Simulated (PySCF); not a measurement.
Working out the ionisation energy of Bi

Bi [Xe] 4f14 5d10 6s2 6p3 (4S) → Bi⁺ [Xe] 4f14 5d10 6s2 6p2 (3P). Computed with PySCF 2.14 in ANO-RCC-VTZP (8s7p5d3f2g, 93 functions), with scalar relativity by spin-free X2C-1e. Frozen: [Xe] 4f14 5d10. Energies in hartree (1 hartree = 27.21139 eV):

| part | Bi (lower) | Bi⁺ (upper) |
| --- | --- | --- |
| UHF | -21528.334662 | -21528.032465 |
| CCSD correlation | -0.060166 | -0.047153 |
| (T) | -0.001624 | -0.000878 |

What does Hartree-Fock give?

(-21528.032465) − (-21528.334662) = 0.302197 hartree = 8.223 eV.

What do CCSD and CCSD(T) give?

The CCSD correlation energies differ by 0.013013 hartree = 0.354 eV and the triples by 0.000746 hartree = 0.020 eV, so CCSD gives 8.577 eV and CCSD(T) 8.597 eV.

Reference: 7.286 eV (measured; NIST Atomic Spectra Database, ionization energies), between the lowest levels; spin-orbit coupling is absent from the calculation.

What remains against the reference includes basis incompleteness, the frozen core and higher excitations.
